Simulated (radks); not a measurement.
Question: These are the eigenvalues of the occupied orbitals of an atom or ion with whole-number occupations (hartree). All-electron calculation, scalar-relativistic Kohn-Sham, PBEsol, spin-unpolarised, spherical densities, finite nucleus; Fermi nuclear charge, rms radius of each element as measured or else 0.836 A^(1/3) + 0.57 fm. Program: a radial shooting solver on a logarithmic mesh with Libxc functionals.

| orbital | eigenvalue |
|---|---|
| 1s | -499.6437 |
| 2s | -74.25396 |
| 2p | -66.77575 |
| 3s | -18.26075 |
| 3p | -15.86127 |
| 3d | -11.96561 |

Which element is it, and in what charge state? The configuration may be excited.

Answer: Z = 35, bromine, charge +11: Br11+ in [Ar] 3d6. The list shows which subshells hold electrons but not how many an open one holds; the 1s level, -499.64 hartree, gives Z - s = 31.6 by -(Z - s)^2/2, which with screening and relativity narrows Z to a few neighbours, and the depths of the outer levels then fix element, charge and occupations together.
